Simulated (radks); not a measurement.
All-electron atom: I XXXI in [Ne] 3s1 3p6 3d5 4s1 (not the ground configuration).

Method: scalar-relativistic Kohn-Sham, PW91, spin-polarised, spherical densities, finite nucleus; open shells are filled with parallel spins first (spin-orbit coupling, left out, can overturn this in heavy ions); Fermi nuclear charge, rms radius 4.75 fm; computed with a radial shooting solver on a logarithmic mesh with Libxc functionals.

Energy parts (eV):
total: -176649.458
kinetic: 186129.317
electron-nucleus: -395218.230
Hartree: 36142.869
exchange-correlation: -3703.413

Orbitals (lengths in bohr, moments of r in powers of bohr):
| orbital | occ. | eigenvalue (eV) | <r^4> | <1/r> | <r^2> |
|---|---|---|---|---|---|
| 1s up | 1 | -34361.88 | 2.640e-06 | 56.84 | 0.001004 |
| 1s down | 1 | -34358.75 | 2.640e-06 | 56.83 | 0.001004 |
| 2s up | 1 | -6442.433 | 0.0004376 | 13.09 | 0.01601 |
| 2s down | 1 | -6424.052 | 0.0004348 | 13.11 | 0.01596 |
| 2p up | 3 | -5927.389 | 0.0003145 | 12.51 | 0.01265 |
| 2p down | 3 | -5912.901 | 0.0003117 | 12.53 | 0.01260 |
| 3s up | 1 | -2203.117 | 0.01475 | 5.005 | 0.09988 |
| 3s down | 0 | -2177.912 | 0.01497 | 4.978 | 0.1006 |
| 3p up | 3 | -2038.087 | 0.01450 | 4.795 | 0.09716 |
| 3p down | 3 | -2012.559 | 0.01475 | 4.768 | 0.09795 |
| 3d up | 5 | -1815.549 | 0.01057 | 4.574 | 0.07877 |
| 3d down | 0 | -1786.926 | 0.01083 | 4.560 | 0.07958 |
| 4s up | 1 | -1077.067 | 0.2026 | 2.496 | 0.3835 |
| 4s down | 0 | -1065.099 | 0.2041 | 2.487 | 0.3853 |

The highest occupied level is 4s up at -1077.1 eV. The configuration is held as typed, so some empty levels lie below it. The electron density at the nucleus is 2.549e+05 e/bohr^3 (large components only). The density falls to 0.001 e/bohr^3 at r = 1.22 bohr.
